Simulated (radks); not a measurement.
Task: These are the eigenvalues of the occupied orbitals of an atom or ion with whole-number occupations (eV). All-electron calculation, Dirac Kohn-Sham, PBE, spin-unpolarised, spherical densities, finite nucleus; Fermi nuclear charge, rms radius of each element as measured or else 0.836 A^(1/3) + 0.57 fm. Program: a radial shooting solver on a logarithmic mesh with Libxc functionals.

orbital  eigenvalue
1s1/2     -15944.74
2s1/2     -2170.859
2p1/2     -1976.856
2p3/2     -1908.447
3s1/2     -347.6641
3p1/2     -277.2096
3p3/2     -266.7209
3d3/2     -143.0903
3d5/2     -141.2596
4s1/2      -54.7052
4p1/2      -37.3110
4p3/2      -36.1285

Which element is it, and in what charge state? The configuration may be excited. Open shells, if any, are shared by 2j + 1.

Result: Z = 38, strontium, charge +2: Sr2+ in [Kr]. The list shows which subshells hold electrons but not how many an open one holds; the 1s level, -585.96 hartree, gives Z - s = 34.2 by -(Z - s)^2/2, which with screening and relativity narrows Z to a few neighbours, and the depths of the outer levels then fix element, charge and occupations together.
